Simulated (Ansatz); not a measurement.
Cost and result up the ladder for Zr2O5H2 (the lowest singlet isomer of a short search) (9 atoms). The state is a singlet with charge 0. Geometry: B3LYP-D4/def2-SVP.

```xyz
9

Zr   -0.502   -1.051   -0.421
Zr    0.293    1.814    0.315
O    -0.835    0.519    1.038
O     0.681    0.643   -1.082
O    -2.046   -1.575   -1.555
O     0.484   -2.381    0.206
O     1.809    2.306    1.428
H     2.579    2.100    1.966
H    -2.463   -2.374   -1.895
```

Ansatz on 4 threads of Arm Neoverse V2 on a shared host. Times are rough, and most runs start from the orbitals of an earlier one. CAM-B3LYP-D4/def2-TZVP serves as the yardstick here, not as an exact answer. Differences are given only for rows in sets of like size (and for xTB, whose basis is part of the method), since another set adds its own error. Binding counts from free atoms at the same level (Zr triplet, O triplet, H doublet; other spins of the atoms weren't run), without zero-point energy or a counterpoise term.

In the def2 sets Zr takes a core potential; there is no spin–orbit coupling. Correlated methods freeze 5 core orbitals; core or outer-core shells of Zr are correlated, in sets that lack core-valence functions. The rows differ in basis, and correlated rows in double-zeta sets carry the largest basis error. The structure comes from a short search, and lower isomers may exist.

Correlated methods converge slowly with the basis, most of all in double-zeta sets.

```csv
level,functions,wall time
LDA (SPW92)/def2-TZVP,247,1.6 s
PBE0-D4/def2-SVP,142,2.2 s
LDA (SPW92)/def2-TZVPD,298,2.2 s
MP2/def2-TZVP,247,4.2 s
PBE0-D4/def2-TZVP,247,4.5 s
CAM-B3LYP-D4/def2-TZVP,247,4.7 s
PBE0-D4/def2-TZVPD,298,6.5 s
CCSD(T)/def2-SVP,142,61 s
```

Problem. Estimate what each level gives for the binding energy per atom (eV).

Solution. 
```tsv
level	binding energy per atom (eV)	difference from CAM-B3LYP-D4/def2-TZVP (eV)
LDA (SPW92)/def2-TZVP	6.15	0.97
PBE0-D4/def2-SVP	5.20	–
LDA (SPW92)/def2-TZVPD	6.15	0.98
MP2/def2-TZVP	5.40	0.22
PBE0-D4/def2-TZVP	5.14	-0.04
CAM-B3LYP-D4/def2-TZVP	5.18	0.00
PBE0-D4/def2-TZVPD	5.14	-0.04
CCSD(T)/def2-SVP	4.97	–
```
